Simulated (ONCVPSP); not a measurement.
# Logarithmic derivatives: Ru, ONCV

ONCVPSP 4.0.1 input, shortened (lines: element, Z, core and valence counts, functional; n l f; lmax; l rc ep ncon nbas qcut; lloc lpopt rc5 dvloc0; l nproj debl; icmod fcfact rcfact), LDA (Perdew-Zunger), scalar-relativistic:

```
  Ru 44.00    6    4        3      upf
    1    0    2.00
    2    0    2.00
    2    1    6.00
    3    0    2.00
    3    1    6.00
    3    2   10.00
    4    0    2.00
    4    1    6.00
    4    2    7.00
    5    0    0.50
    2
    0    1.80    0.00    5   10    7.00
    1    1.25    0.00    4    8    7.10
    2    2.30    0.00    4    9    7.00
    4    5    1.10    2.00
    0    2    1.60
    1    3    1.10
    2    2    3.60
    1    0.40    0.00
```

In the p channel the program set the typed energies aside and used -1.842, 0.250, 1.350 Ha.

The phase is arctan(r·R′/R) of the radial function R(r), unwrapped; energies in Ha, scanned from -4 to 5 Ha. A pole is an energy at which the radial function vanishes at the test radius. The pseudo phase is shifted by a multiple of π to meet the all-electron one at the reference energy, and phase errors are pseudo minus all-electron; the curves can meet again beyond the range given. Levels narrower than the energy grid can be missing from the lists of poles.

Q: For each channel, where are the poles, and over which energies does the pseudopotential scatter like the atom?

A:

```
channel  radius (bohr)  reference energy (Ha)  poles, all-electron  poles, pseudo  unbroken range about the reference energy with phases within 0.05 rad  phase error 1 Ha above the reference energy (rad)
      s           1.83                  -0.28          -2.71, 4.68    -2.71, 4.42                                                        the whole range                                             -0.001
      p           1.27                  -1.84                 0.97           0.97                                                        the whole range                                             -0.000
      d           2.34                  -0.33          -0.03, 3.72    -0.03, 3.72                                                        the whole range                                             +0.007
```

Phases in the s channel:

| E (Ha) | all-electron | pseudo |
| --- | --- | --- |
| -3.98 | 1.159 | 1.159 |
| -3.50 | 0.851 | 0.851 |
| -3.02 | -1.204 | -1.204 |
| -2.54 | -1.651 | -1.651 |
| -2.06 | -1.776 | -1.776 |
| -1.58 | -1.868 | -1.868 |
| -1.10 | -1.973 | -1.973 |
| -0.62 | -2.132 | -2.132 |
| -0.14 | -2.433 | -2.433 |
| 0.34 | -3.052 | -3.053 |
| 0.82 | -3.791 | -3.792 |
| 1.30 | -4.191 | -4.194 |
| 1.78 | -4.385 | -4.387 |
| 2.26 | -4.493 | -4.496 |
| 2.74 | -4.563 | -4.567 |
| 3.22 | -4.613 | -4.618 |
| 3.70 | -4.651 | -4.659 |
| 4.18 | -4.683 | -4.695 |
| 4.66 | -4.711 | -4.731 |
